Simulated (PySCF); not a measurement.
Compound: C₅H₁₃NSi₃.
SMILES with atom numbers: `[SiH3:1][CH2:2][C:3]1=[CH:4][Si@H:5]([NH:6][SiH3:7])[CH:8]=[CH:9]1`

NICS = −σ at a ghost point: NICS(0) at the centroid of the ring atoms, NICS(1) 1 Å to either side along the normal of their mean plane, zz for the tensor component along that normal. Level: GIAO PBE0/pcSseg-1 (PySCF, non-relativistic, gas phase) on the GFN2-xTB geometry, one conformer.

Ring bond lengths (Å), with Mayer bond orders in brackets: C3–C4 1.342 (1.83), C4–Si5 1.878 (0.89), Si5–C8 1.891 (0.83), C8–C9 1.335 (1.87), C9–C3 1.465 (1.03).

Q: Give the NICS values of each ring in ppm.

A: 
| ring | type | NICS(0) | NICS(1), two faces | NICS(1)zz, two faces | rms pucker (Å) | centre to ring atoms, mean (Å) |
| --- | --- | --- | --- | --- | --- | --- |
| C3–C4–Si5–C8–C9 | 5-membered ring with Si; formal bonds 2 double, 3 single | 2.2 | -0.8 / -1.2 | 4.7 / 3.6 | 0.01 | 1.34 |

Q: What do they say, and how far can they be read as aromaticity?

A: 
- C3–C4–Si5–C8–C9: mean NICS(1)zz 4.1 ppm, deshielded. Si5 has four or more neighbours, and the NICS criterion for π rings isn't applied.

Q: At the second NICS(1) probe listed for ring C3–C4–Si5–C8–C9, 1 Å off the ring, how large is the induced field along the normal in 7.05 T applied along it?

A: NICSzz × B0 = 3.6 ppm × 7.05 T = 25 μT, along the applied field.

Q: How shielded are the nuclei of the rings and their hydrogens (means over atoms taken as equivalent)?

A: 
```json
{"atoms": "C3", "environment": "fully substituted alkene carbon", "σ isotropic (ppm)": "18.9", "principal values of the symmetric part, first atom (ppm)": "-108.4, 22.5, 142.5"}
{"atoms": "C4", "environment": "alkene CH carbon", "σ isotropic (ppm)": "64.6", "principal values of the symmetric part, first atom (ppm)": "-34.5, 67.9, 160.4"}
{"atoms": "Si5", "environment": "SiH silicon", "σ isotropic (ppm)": "363.9", "principal values of the symmetric part, first atom (ppm)": "309.2, 383.6, 398.9"}
{"atoms": "C8", "environment": "alkene CH carbon", "σ isotropic (ppm)": "45.7", "principal values of the symmetric part, first atom (ppm)": "-67.6, 34.5, 170.1"}
{"atoms": "C9", "environment": "alkene CH carbon", "σ isotropic (ppm)": "31.0", "principal values of the symmetric part, first atom (ppm)": "-88.0, 49.3, 131.8"}
{"atoms": "H on C4", "environment": "vinylic hydrogen", "σ isotropic (ppm)": "26.33", "principal values of the symmetric part, first atom (ppm)": "23.3, 26.5, 29.2"}
{"atoms": "H on Si5", "environment": "Si–H hydrogen", "σ isotropic (ppm)": "26.55", "principal values of the symmetric part, first atom (ppm)": "23.2, 24.9, 31.5"}
{"atoms": "H on C8", "environment": "vinylic hydrogen", "σ isotropic (ppm)": "25.43", "principal values of the symmetric part, first atom (ppm)": "22.8, 26.2, 27.3"}
{"atoms": "H on C9", "environment": "vinylic hydrogen", "σ isotropic (ppm)": "24.82", "principal values of the symmetric part, first atom (ppm)": "21.7, 24.0, 28.7"}
```

The values belong to the conformer `[SiH3:1][CH2:2][C:3]1=[CH:4][Si@H:5]([NH:6][SiH3:7])[CH:8]=[CH:9]1`: Si1–C2–C3–C4 99°, C4–Si5–N6–Si7 172°.
